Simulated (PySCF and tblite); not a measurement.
C7H10F2, numbered as in [F:1][C@H:2]1[CH2:3][CH2:4][CH2:5][C@:6]2([F:7])[CH2:8][C@H:9]12. The ensemble was built from 60 distance-geometry starts (ETKDG and KDG, MMFF94s, GFN2-xTB) and rests on GFN2-xTB geometries. Energies: PBE0-D3(BJ)/def2-SVP (IEF-PCM, chloroform), with GFN2-xTB thermal terms (modes under about 100 cm⁻¹ blended into free rotors). Symmetry numbers and mirror images are counted. Conformers within 2.5 kcal/mol (GFN2-xTB free energy) were kept, 2 at most. GIAO shieldings: KT2/pcSseg-1 (IEF-PCM, chloroform). Couplings: B3LYP/6-31G* with pcJ-1 on H, F (gas phase; spin-dipole term only for pairs with B, N, F, Si or P). H–H couplings come out 0.1 to 0.9 Hz lower than with pcJ-1 on all atoms. Shifts are against TMS (¹H), TMS (¹³C) at the same level; of two unlike H on one atom, a is the less shielded. Codes: tblite and PySCF.

The 6-ring runs over atoms 2–3–4–5–6–9.

Two conformers hold nearly all the population. I: 6-ring half-chair (ring torsions -68, 49, -18, 4, -20, 51°); δ(H3b) = 2.02 ppm. II: 6-ring half-chair (ring torsions 68, -52, 18, 2, 13, -46°); δ(H3b) = 0.99 ppm. The average over the ensemble at 298.15 K is 1.36 ppm.

(1) What populations and free-energy difference follow from a two-state model?

For its torsions the set is small; conformers may be missing.

Results:

(1) p(I) = (1.36 − 0.99)/(2.02 − 0.99) = 0.36, so K = p(II)/p(I) = 1.78 and G(II) − G(I) = −RT ln K = -0.34 kcal/mol. The weights computed directly are 35.6 % and 64.4 %.


Conformer gaps in def2-SVP on xTB geometries can be 2 kcal/mol too large for S=O, P=O and other polar bonds.